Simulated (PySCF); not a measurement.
B(Br)(vinyl)(OH) (C₂H₄BBrO), SMILES C=CB(O)Br. Atoms are numbered in the order given.

```xyz
9

B     -0.3187     0.5690     0.0000
Br     0.1920    -1.3230     0.0000
C      0.7828     1.6598     0.0000
C      0.4813     2.9688     0.0000
H      1.8363     1.3606     0.0000
H      1.2518     3.7474     0.0000
H     -0.5595     3.3096     0.0000
O     -1.6273     0.8924     0.0000
H     -2.2220     0.1313     0.0000
```
Charge 0, spin multiplicity 1.

Coordinates come from a B3LYP-D3(BJ)/def2-SVP optimisation. This is a generated structure with no PubChem entry under its InChIKey; it may be hypothetical. Other conformers were not sampled.

Calculation: TDA-PBE/def2-SVPD (PySCF).

Vertical excitations. Gas-phase values at a fixed geometry. State labels are in the subgroup Cs.

Computed lowest excited states:
```
state  symmetry  energy (eV)  λ (nm)      f                                              main pairs
-----  --------  -----------  ------  -----  ------------------------------------------------------
S1           A"         4.56     272  0.000                                         HOMO→LUMO 100 %
S2           A'         5.21     238  0.119                      HOMO−2→LUMO 64 %, HOMO−1→LUMO 31 %
S3           A"         5.71     217  0.000                                        HOMO−3→LUMO 99 %
S4           A'         6.29     197  0.394  HOMO−1→LUMO 55 %, HOMO−2→LUMO 27 %, HOMO−1→LUMO+4 11 %
S5           A"         6.48     191  0.000                                        HOMO−4→LUMO 97 %
S6           A"         6.50     191  0.001                                      HOMO−1→LUMO+1 98 %
S7           A'         6.59     188  0.068                                        HOMO→LUMO+1 97 %
S8           A"         6.88     180  0.020                                     HOMO−2→LUMO+1 100 %
S9           A"         7.23     171  0.003                                      HOMO−1→LUMO+2 99 %
S10          A'         7.36     169  0.031                                        HOMO→LUMO+2 96 %
T1           A'         3.79     327      0                                        HOMO−1→LUMO 87 %
T2           A"         4.45     279      0                                          HOMO→LUMO 99 %
T3           A'         4.68     265      0                                        HOMO−2→LUMO 88 %
T4           A"         5.26     236      0                                        HOMO−3→LUMO 99 %
```
Triplets are in the Tamm–Dancoff approximation.
